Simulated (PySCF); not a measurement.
C$_{3}$H$_{10}$FNSi (SMILES CC(C)N[SiH2]F), singlet, geometry from GFN2-xTB, atoms displaced at random by about 0.03 Å a coordinate; R2SCAN/STO-3G, gradient run with PySCF.

The PySCF input:
```python
from pyscf import gto, scf, dft

mol = gto.M(
    atom='''
Si    1.669229    0.112298   -0.188188
F     1.729171    0.605595    1.355380
N     0.095187   -0.665886   -0.402434
C    -1.148875   -0.023659   -0.004070
C    -1.753478    0.941216   -1.011851
C    -2.089136   -1.157771    0.423012
H     1.906703    1.356595   -0.996028
H     2.673324   -0.879618   -0.394405
H    -0.040350   -1.189959   -1.122070
H    -0.875199    0.571890    0.893393
H    -1.991936    0.320524   -1.886962
H    -1.107795    1.674053   -1.331170
H    -2.720252    1.328039   -0.679780
H    -3.025442   -0.767171    0.848317
H    -1.628600   -1.805855    1.193691
H    -2.343070   -1.810226   -0.401622
''',
    basis='sto-3g',
    charge=0,
    spin=0,
    verbose=4,
)

mf = dft.RKS(mol)
mf.xc = 'r2scan'
mf.grids.level = 1
mf.kernel()
g = mf.nuc_grad_method()
g.grid_response = True
grad = g.kernel()
```

Problem. What does PySCF print? Leave out banner, timings and long lists.

Solution. 
```
PySCF version 2.14.0

[INPUT] verbose = 4
[INPUT] num. atoms = 16
[INPUT] num. electrons = 58
[INPUT] charge = 0
[INPUT] spin (= nelec alpha-beta = 2S) = 0
[INPUT] symmetry False subgroup None
[INPUT] Mole.unit = angstrom
[INPUT] Symbol           X                Y                Z      unit          X                Y                Z       unit  Magmom
[...]
nuclear repulsion = 320.74318262514
number of shells = 30
number of NR pGTOs = 132
number of NR cGTOs = 44
basis = sto-3g
ecp = {}

******** <class 'pyscf.dft.rks.RKS'> ********
method = RKS
initial guess = minao
damping factor = 0
level_shift factor = 0
DIIS = <class 'pyscf.scf.diis.CDIIS'>
diis_start_cycle = 1
diis_space = 8
diis_damp = 0
SCF conv_tol = 1e-09
SCF conv_tol_grad = None
SCF max_cycles = 50
direct_scf = True
direct_scf_tol = 1e-13
XC library pyscf.dft.libxc version 7.1.2
    S. Lehtola, C. Steigemann, M. J. T. Oliveira, and M. A. L. Marques,  SoftwareX 7, 1–5 (2018)
XC functionals = r2scan
    J. W. Furness, A. D. Kaplan, J. Ning, J. P. Perdew, and J. Sun,  J. Phys. Chem. Lett. 11, 8208–8215 (2020)
    J. W. Furness, A. D. Kaplan, J. Ning, J. P. Perdew, and J. Sun,  J. Phys. Chem. Lett. 11, 9248–9248 (2020)
    J. W. Furness, A. D. Kaplan, J. Ning, J. P. Perdew, and J. Sun,  J. Phys. Chem. Lett. 11, 8208–8215 (2020)
    J. W. Furness, A. D. Kaplan, J. Ning, J. P. Perdew, and J. Sun,  J. Phys. Chem. Lett. 11, 9248–9248 (2020)
radial grids:
    Treutler-Ahlrichs [JCP 102, 346 (1995); DOI:10.1063/1.469408] (M4) radial grids

becke partition: Becke, JCP 88, 2547 (1988); DOI:10.1063/1.454033
pruning grids: <function nwchem_prune>
grids dens level: 1
symmetrized grids: False
atomic radii adjust function: <function treutler_atomic_radii_adjust>
small_rho_cutoff = 0
Set gradient conv threshold to 3.16228e-05
Initial guess from minao.
tot grids = 57096
init E= -557.549422320117
[...]
cycle= 1 E= -557.207734303752  delta_E= 0.342  |g|= 0.576  |ddm|=  4.7
[...]
cycle= 2 E= -557.110711597204  delta_E= 0.097  |g|= 0.829  |ddm|= 2.19
[...]
cycle= 3 E= -557.332644151196  delta_E= -0.222  |g|= 0.075  |ddm|= 1.35
[...]
cycle= 4 E= -557.334293528818  delta_E= -0.00165  |g|= 0.0343  |ddm|= 0.181
[...]
cycle= 5 E= -557.334715230453  delta_E= -0.000422  |g|= 0.00678  |ddm|= 0.0627
[...]
cycle= 6 E= -557.334732218877  delta_E= -1.7e-05  |g|= 0.0011  |ddm|= 0.0125
[...]
cycle= 7 E= -557.334732636417  delta_E= -4.18e-07  |g|= 0.000204  |ddm|= 0.0019
[...]
cycle= 8 E= -557.334732651897  delta_E= -1.55e-08  |g|= 2.31e-05  |ddm|= 0.000357
[...]
cycle= 9 E= -557.334732652107  delta_E= -2.11e-10  |g|= 6.11e-06  |ddm|= 4.68e-05
[...]
Extra cycle  E= -557.334732652108  delta_E= -9.09e-13  |g|= 6.11e-06  |ddm|= 1.73e-05
converged SCF energy = -557.334732652108

******** <class 'pyscf.grad.rks.Gradients'> for <class 'pyscf.dft.rks.RKS'> ********
unit = Eh/Bohr
grid_response = True
--------------- RKS gradients ---------------
         x                y                z
0 Si     0.0224789678    -0.0159351976     0.0091539790
1 F     0.0019195481    -0.0029201424    -0.0133493041
2 N    -0.0638652590    -0.1160890318    -0.1401609339
3 C    -0.0221205968    -0.0071995417    -0.0427713858
4 C     0.0585465425     0.0597826476     0.0162994398
5 C     0.0194282396     0.0055279161    -0.0237474840
6 H     0.0021999204     0.0167295003    -0.0045339748
7 H    -0.0091178234     0.0088342332     0.0092596964
8 H     0.0247374394     0.1181620739     0.1585986953
9 H     0.0051963368     0.0016030437    -0.0037373378
10 H     0.0012536165    -0.0038853475     0.0068085678
11 H    -0.0409312837    -0.0513910800     0.0127090867
12 H    -0.0017674191    -0.0087199293    -0.0058417557
13 H     0.0013435952    -0.0006613732     0.0017041256
14 H    -0.0022898656    -0.0087279845     0.0041820397
15 H     0.0029880412     0.0048902133     0.0154265457
----------------------------------------------
```
